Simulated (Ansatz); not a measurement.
`OBCCO` → `BCOCO`  (isomerisation)

Calculated with Ansatz (gas phase, PBE0-D4/def2-TZVP geometries, no zero-point term in ΔE). CBS: MP2 limit from def2 TZ/QZ plus the TZ coupled-cluster correction, frozen cores. DFT in def2-TZVPP. B3LYP here is the variant with VWN-RPA as its local correlation; programs differ in this. One conformer a species, not always the lowest.

CCSD(T)/CBS gives +243.4 kJ/mol.

(1) Another level gave +241.2 kJ/mol. Which?
A. MP2/def2-TZVPP
B. B3LYP/def2-TZVPP
C. SCS-MP2/def2-TZVPP
D. HF/def2-TZVPP

Largest T1 diagnostic among the species: 0.012.

Answers

(1) C. SCS-MP2/def2-TZVPP 241.2, B3LYP 233.7, MP2/def2-TZVPP 249.0, HF/def2-TZVPP 227.0 kJ/mol.

In def2-TZVPP, CCSD(T) changes the Hartree–Fock value by +13.3 kJ/mol (the triples alone add +0.5 kJ/mol) and MP2 by +21.9 kJ/mol. From PBE to PBE0 (25 % exact exchange), in def2-TZVPP and without D4, ΔE moves by +3.3 kJ/mol.
